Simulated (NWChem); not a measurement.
System: BNH3Cl; SMILES ClBN

Input file for NWChem:

```
start job
memory heap 200 mb stack 900 mb global 1100 mb
geometry units angstroms noautosym nocenter noautoz
  B     -0.580015     0.513860     0.000000
  H     -1.761210     0.655510     0.000000
  Cl     0.085264    -1.144140     0.000000
  N      0.283103     1.602320     0.000000
  H     -0.055498     2.554496     0.000000
  H      1.291204     1.516827     0.000000
end
basis spherical
  B library def2-svp
  H library def2-svp
  Cl library def2-svp
  N library def2-svp
end
dft
  xc b3lyp
  iterations 150
  mulliken
end
task dft energy
esp
  recalculate
  probe 0.07
  range 0.3
  factor 1.0
  spacing 0.02
end
task esp
```

All runs use the structure optimised with B3LYP/6-31G* (spherical d).

Atomic charges in e: unrestrained fits to the electrostatic potential beside Mulliken populations; buried atoms are poorly determined by the fit.

Atoms are numbered as in the input.

Question: What results follow from this input? (B3LYP/def2-SVP.) Quantities: ESP B1; Mulliken B1; ESP Cl3; Mulliken Cl3; ESP N4; Mulliken N4; relative RMS misfit of the potential (%).

Answer: 
| Quantity | Result |
|---|---|
| ESP B1 | 0.31 |
| Mulliken B1 | -0.04 |
| ESP Cl3 | -0.21 |
| Mulliken Cl3 | -0.13 |
| ESP N4 | -0.63 |
| Mulliken N4 | -0.05 |
| relative RMS misfit of the potential (%) | 25 |
